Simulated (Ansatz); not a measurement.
`[NH2][AlH2]` + `O[SiH]([SiH3])O[SiH3]` → `[AlH2][SiH]([SiH3])O[SiH3]` + `NO`  (formal exchange of groups at the Al–N bond)

Isolated molecules relaxed with PBE0-D4/def2-TZVP in Ansatz; ΔE leaves out vibrations. CCSD(T)/CBS adds triple-zeta CCSD(T) − MP2 to the extrapolated MP2 energy (def2 sets, frozen cores). This one scheme is used for every species. DFT in def2-TZVPP. B3LYP here is the variant with VWN-RPA as its local correlation; programs differ in this. HSE06 is defined as in plane-wave codes. Each species was taken in one conformer, which may not be the lowest.

`[NH2][AlH2]`:

```xyz
6

N    -0.201    0.866    0.300
Al    0.177   -0.765   -0.265
H    -0.091    1.705   -0.247
H    -0.558    1.090    1.214
H     0.732   -0.928   -1.739
H    -0.060   -1.968    0.737
```

`O[SiH]([SiH3])O[SiH3]`:

```xyz
13

O    -2.226    0.831   -0.744
Si   -0.610    0.969   -0.491
Si    0.584   -0.563   -1.817
O    -0.236    0.717    1.081
Si    0.547   -0.186    2.196
H    -2.625   -0.038   -0.679
H    -0.308    2.381   -0.817
H     0.095   -1.948   -1.561
H     0.390   -0.260   -3.261
H     2.041   -0.519   -1.513
H     1.226   -1.333    1.534
H    -0.435   -0.702    3.183
H     1.557    0.650    2.889
```

`[AlH2][SiH]([SiH3])O[SiH3]`:

Z-matrix (Å, degrees):
```
Si
Si 1 2.353
O 1 1.655 2 111.0
Al 1 2.458 2 111.0 3 -124.3
H 1 1.499 2 104.8 3 117.3
H 2 1.490 1 111.1 3 64.2
H 2 1.490 1 108.2 3 -177.2
H 2 1.489 1 112.4 3 -57.2
Si 3 1.636 1 141.6 2 48.8
H 4 1.590 1 118.4 2 -58.4
H 4 1.588 1 121.9 2 120.2
H 9 1.488 3 110.1 1 -54.4
H 9 1.483 3 108.2 1 -174.2
H 9 1.487 3 110.4 1 65.8
```

`NO`:

```xyz
5

N     0.038   -0.376   -0.343
O    -0.112    0.608    0.673
H    -0.414    0.028   -1.158
H     1.033   -0.380   -0.549
H    -0.546    0.121    1.378
```

CCSD(T)/CBS gives +445.9 kJ/mol.

**Question.** Another level gave +440.0 kJ/mol. Which?
A. HSE06/def2-TZVPP
B. B3LYP-D4/def2-TZVPP
C. CCSD(T)/def2-TZVPP
D. BLYP/def2-TZVPP

**Answer.** C. CCSD(T)/def2-TZVPP 440.0, HSE06 416.0, B3LYP-D4 433.2, BLYP 422.8 kJ/mol.

Largest T1 diagnostic among the species: 0.013.

Leaving LDA and LC-ωPBE aside and taking each functional with its dispersion term where it has one, the values, not all of them listed here, spread over 51.1 kJ/mol, from revPBE-D4 to BHLYP-D4. LDA lies +17.9 kJ/mol from PBE without D4. From BLYP to BHLYP (50 % exact exchange), in def2-TZVPP and without D4, ΔE moves by +29.1 kJ/mol.
